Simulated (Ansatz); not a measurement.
```yaml
crystal:
  periodic: [false, false, false]
  atoms:
    - {symbol: C, position_ang: [-1.213235, 1.271282, 0.107561]}
    - {symbol: Si, position_ang: [0.364642, 0.215426, -0.760841]}
    - {symbol: C, position_ang: [1.042501, -1.319299, 0.524489]}
    - {symbol: Cl, position_ang: [-0.453875, -2.588556, 0.927201]}
    - {symbol: H, position_ang: [-0.860419, 1.806942, 1.149710]}
    - {symbol: H, position_ang: [-1.619318, 2.142906, -0.648720]}
    - {symbol: H, position_ang: [-2.142591, 0.517304, 0.359303]}
    - {symbol: H, position_ang: [1.667113, 1.221212, -1.047976]}
    - {symbol: H, position_ang: [-0.096795, -0.482536, -2.200104]}
    - {symbol: H, position_ang: [1.944600, -1.969841, 0.020105]}
    - {symbol: H, position_ang: [1.440626, -0.878791, 1.592343]}
basis:
  gaussian: {orbitals: def2-mTZVP}
magnetization: {spin_polarized: true, initial_magnetization: 2}
hamiltonian: {xc: {name: CCSD(T)}}
output: {forces: true}
```

```sh
$ ansatz run in.yaml --threads 4 --pin off --events-out ev --progress --plain --max-ram 10444MiB
```

Output, abridged:

```
Error: YAML parse error: error: line 18 column 19: hamiltonian.xc: no functional is named "CCSD(T)"; the names, which are not case-sensitive, are SVWN5, SPW92, PBE, PBE0, PBEsol, revPBE, revPBE0, RPBE, rPW86-PBE, HSE06, wPBEh, LC-wPBE, HISS, HF, BLYP, B3LYP, B3LYP5, BHLYP, CAM-B3LYP, r2SCAN, r2SCANh, r2SCAN0, r2SCAN50, m-r2SCAN, B97, wB97, wB97X, wB97X-V, B97M-V, wB97M-V, B2PLYP, B2GP-PLYP, PBE0-DH, PBE-QIDH
16 |   gaussian: {orbitals: def2-mTZVP}
17 | magnetization: {spin_polarized: true, initial_magnetization: 2}
18 | hamiltonian: {xc: {name: CCSD(T)}}
19 | output: {forces: true}
```

Problem. What is wrong with this run?

Solution. The method's name isn't one that the program takes here. The input was rejected before any iteration.

HSE06 is defined as in plane-wave codes.
